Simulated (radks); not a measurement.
Question: The mean radii <r> (bohr) of the occupied orbitals of an atom or ion are listed with their occupations. Calculated with a radial shooting solver on a logarithmic mesh with Libxc functionals: scalar-relativistic Kohn-Sham, SOGGA, spin-polarised, spherical densities, finite nucleus; Fermi nuclear charge, rms radius of each element as measured or else 0.836 A^(1/3) + 0.57 fm.

| orbital | occ. | <r> |
|---|---|---|
| 1s up | 1 | 0.05216 |
| 1s down | 1 | 0.05216 |
| 2s down | 1 | 0.2354 |
| 2s up | 1 | 0.2354 |
| 2p down | 3 | 0.2065 |
| 2p up | 3 | 0.2065 |
| 3s down | 1 | 0.7124 |
| 3s up | 1 | 0.7127 |
| 3p down | 3 | 0.7494 |
| 3p up | 3 | 0.7504 |
| 3d up | 5 | 1.064 |
| 4s up | 1 | 2.898 |
| 3d down | 5 | 1.030 |

Name the element and its charge. Open shells, if any, are filled with parallel spins first.

Answer: Z = 29, copper, charge 0: Cu in [Ar] 3d10 4s1. The 1s radius gives Z: for a bare nucleus <r> = (2 gamma + 1)/(2Z) with gamma = sqrt(1 - (Z/c)^2), 0.05094 bohr for Z = 29, and screening makes it slightly larger (0.05216 here). The occupations add up to 29, and the charge is Z minus that.
